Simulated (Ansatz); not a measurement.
`S[Si](S)(S)S`, 9 atoms. Charge 0, multiplicity 1. All runs use 4 threads of a server CPU on a shared host. Correlated methods freeze the cores.

Task: How many basis functions does each run have, and how long does it take in Ansatz? RKS PBE0-D4/def2-SVP energy; RKS PBE0-D4/def2-TZVPP energy; RKS PBE0-D4/def2-TZVP relaxation (7 steps); RHF-CCSD(T)/def2-TZVPP energy; RHF-MP2/def2-QZVPP energy; RHF-CCSD(T)/def2-SVP energy; RKS PBE0-D4/def2-QZVPP energy; RKS SPW92/def2-TZVPP energy; RKS ωB97M-V/def2-QZVPP energy; RKS PBE0-D4/def2-TZVP frequencies; RKS revPBE-D4/def2-TZVPP energy; direct RPA on PBE orbitals/def2-TZVPP energy. (An estimate is asked.)

Result: Computed: Other jobs shared the machine, so times are rough.

| level | job | functions | wall time | peak host memory (GiB) |
| --- | --- | --- | --- | --- |
| RKS PBE0-D4/def2-SVP | energy | 110 | 1.6 s | 0.26 |
| RKS SPW92/def2-TZVPP | energy | 266 | 3.1 s | 0.46 |
| RKS revPBE-D4/def2-TZVPP | energy | 266 | 3.6 s | 0.46 |
| RHF-CCSD(T)/def2-SVP | energy | 110 | 4.7 s | 0.42 |
| direct RPA on PBE orbitals/def2-TZVPP | energy | 266 | 6 s | 0.63 |
| RKS PBE0-D4/def2-TZVPP | energy | 266 | 7.5 s | 0.99 |
| RKS PBE0-D4/def2-QZVPP | energy | 470 | 16 s | 2.5 |
| RKS ωB97M-V/def2-QZVPP | energy | 470 | 25 s | 2.8 |
| RHF-MP2/def2-QZVPP | energy | 470 | 30 s | 2.8 |
| RKS PBE0-D4/def2-TZVP | relaxation (7 steps) | 209 | 44 s | 0.74 |
| RHF-CCSD(T)/def2-TZVPP | energy | 266 | 90 s | 6.2 |
| RKS PBE0-D4/def2-TZVP | frequencies | 209 | 3.1 min | 0.75 |
